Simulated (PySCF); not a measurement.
C4H3B, SMILES B(C#C)C#C. Geometry: B3LYP-D3(BJ)/def2-SVP.

Computed with B3LYP-D3(BJ)/def2-SVP run with PySCF.

Harmonic wavenumbers (cm⁻¹): 125, 271, 286, 319, 520, 674, 676, 796, 797, 835, 849, 946, 1206, 2152, 2158, 2602, 3458, 3458. Rotational constants (GHz): 25.87, 2.494, 2.275; symmetry number 2.

Work out the zero-point energy and the ideal-gas rigid-rotor harmonic-oscillator thermochemistry at 298.15 K and 1 atm.

ZPE = ½ Σ hcν = ½ × 22129 cm⁻¹ = 132.36 kJ/mol. H − E(el) = 149.61 kJ/mol. Entropy in J/(mol K): translation 160.19, rotation 99.66, vibration 40.35, total 300.20. G − E(el) = 60.11 kJ/mol. Cp = 88.02 J/(mol K). Modes under 150 cm⁻¹ make the vibrational entropy uncertain.
